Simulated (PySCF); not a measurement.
C5H12AsN.
Numbering: `[NH2:1][CH2:2][C@@H:3]1[CH2:4][CH2:5][CH2:6][AsH:7]1` (hydrogens: H8, H9 on N1; H10, H11 on C2; H12 on C3; H13, H14 on C4; H15, H16 on C5; H17, H18 on C6; H19 on As7)

Computed by this run: PBE0-D3(BJ)/def2-SVP geometry optimisation, gas phase (PySCF); density fitting, grid level 1; the optimiser is geomeTRIC in internal coordinates, started from a GFN2-xTB structure with every atom displaced at random (about 0.01 Å).

Step 0: E = -67684.4200 eV
```
atom  x, y, z in Å  |  force x, y, z in eV/Å
N1     -1.9021    0.5769    1.0771   -2.117   0.849  -0.288
C2     -1.9646   -0.1475   -0.1805    0.514   0.261   0.622
C3     -0.5784   -0.1189   -0.7905    0.693  -0.116   0.816
C4      0.4257   -1.1094   -0.1110   -1.816   0.277   0.131
C5      1.7993   -0.5402   -0.1229    0.254   0.646   0.885
C6      1.7060    0.8815    0.4520    0.304  -0.421  -0.141
As7     0.1976    1.7238   -0.4860   -0.391   0.260  -0.090
H8     -1.3822    0.0868    1.7641    0.564  -0.729   0.891
H9     -2.8590    0.7473    1.4607    1.119  -0.190  -0.308
H10    -2.3224   -1.1814   -0.0483   -0.105  -0.293  -0.240
H11    -2.6560    0.3778   -0.8404   -0.302   0.102  -0.192
H12    -0.6140   -0.3335   -1.8460   -0.034  -0.051  -0.817
H13     0.3338   -2.0730   -0.6173    0.157  -0.387  -0.049
H14     0.0706   -1.2643    0.9383    0.323  -0.045  -0.324
H15     2.1651   -0.5006   -1.1417    0.349   0.040  -0.601
H16     2.4855   -1.1484    0.4722    0.307  -0.260   0.071
H17     2.6403    1.4464    0.3178   -0.063   0.094   0.015
H18     1.4815    0.8500    1.5317   -0.015   0.026  -0.040
H19     0.9425    1.7339   -1.8087    0.260  -0.063  -0.341
```

Task: Estimate the geometry and energy of step 1. (The exact step hangs on the optimiser's Hessian estimate; all steps are aligned on step 0, rigid shifts and turns removed.)

Result: E = -67684.5955 eV, largest force 0.385 eV/Å
```
atom  x, y, z in Å  |  force x, y, z in eV/Å
N1     -2.0039    0.5297    1.1462    0.330  -0.191   0.050
C2     -1.9624   -0.1080   -0.1581   -0.102   0.033   0.016
C3     -0.5667   -0.0681   -0.7622    0.064  -0.038   0.023
C4      0.3873   -1.0736   -0.0895    0.021   0.135  -0.152
C5      1.8158   -0.5416   -0.1008   -0.077   0.020  -0.068
C6      1.7656    0.8909    0.4124    0.016   0.028  -0.009
As7     0.2562    1.7605   -0.5448    0.104  -0.063  -0.114
H8     -1.4835   -0.0104    1.8438   -0.163   0.086  -0.203
H9     -2.9606    0.5800    1.4739   -0.153   0.069   0.148
H10    -2.3055   -1.1678   -0.1393   -0.029   0.045  -0.104
H11    -2.6608    0.4410   -0.8135    0.037  -0.057   0.016
H12    -0.6217   -0.2720   -1.8462   -0.031   0.004   0.144
H13     0.3047   -2.0592   -0.5749    0.036  -0.051   0.018
H14     0.0785   -1.2167    0.9599    0.000  -0.033   0.062
H15     2.2021   -0.5423   -1.1373    0.002  -0.033   0.086
H16     2.4879   -1.1779    0.5004    0.013  -0.005  -0.004
H17     2.7023    1.4452    0.2559   -0.008   0.030   0.001
H18     1.5362    0.9173    1.4906   -0.006   0.017  -0.004
H19     0.9979    1.6801   -1.8957   -0.052   0.003   0.095
```

The energy changes by -0.1756 eV. The first-order estimate −F·Δx gives -0.3837 eV and the mean of the old and new forces, exact on a quadratic surface, -0.1839 eV. The step makes an angle of 77° with the force vector and moves no atom by more than 0.196 Å.

What follows is the cost of the whole optimisation. On one thread of an Arm Neoverse N1, no GPU, shared host, this took 4.9 min wall and 0.77 GiB of memory at its peak.
